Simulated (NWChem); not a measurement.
System: BNH anion

```xyz
3

B      0.0000     0.0000    -0.5934
N      0.0000     0.0000     0.6691
H      0.0000     0.0000    -1.7893
```
Atoms are numbered in this order, from 1.

Program: NWChem. Pople sets run with spherical d functions. Sets without diffuse functions describe the anion's extra electron poorly. Geometry: optimised at B3LYP/def2-SVPD. The highest occupied level is positive in some or all of these runs, so the extra electron may be held by the finite basis. Atomic charges in e: unrestrained fits to the electrostatic potential beside Mulliken populations; the two definitions need not agree.

For level B3LYP/def2-SVP:

```
Property     Result
-----------  ------
ESP B1        -0.15
Mulliken B1   -0.66
ESP N2        -0.77
Mulliken N2   -0.24
```

Estimate the same quantities for level Hartree-Fock/6-31G*.


- ESP B1 = -0.01
- Mulliken B1 = -0.21
- ESP N2 = -0.90
- Mulliken N2 = -0.64
